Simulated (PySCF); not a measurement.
The Ir–Cl bond energy of IrCl₃

These are results of PySCF, PBE0, basis Ir def2-SVP with ECP60, Cl def2-SVP (scalar-relativistic core potentials, no spin–orbit coupling, density fitting), not measurements.

Each entry is the lowest minimum that a search over a few typed start shapes (and spin states, where more than one is plausible) found, or that minimum re-optimised at the stated level; isomers with ligand–ligand bonds, or fragments after loss of a ligand pair, can lie lower.

Total energies (Eh), which compare only within these settings: Cl atom -459.83854.

```csv
species,2S+1,group,E (Eh),ZPE (kJ/mol)
IrCl₂,4,D∞h,-1024.16603,5.7
IrCl₃,3,C2v,-1484.09219,9.1
```

(1) What are De and D0 for IrCl₃ → IrCl₂ + Cl?

Answers

(1) De = [(-1024.16603) + (-459.83854) − (-1484.09219)] × 2625.5 = 230 kJ/mol. The zero-point energy changes by -3.5 kJ/mol, so D0 = 227 kJ/mol.

Atoms and open shells are unrestricted, without spin–orbit or basis-set superposition corrections.

One determinant describes each species, so states of open d or f shells may be missed.

Spin–orbit coupling can matter for elements this heavy.
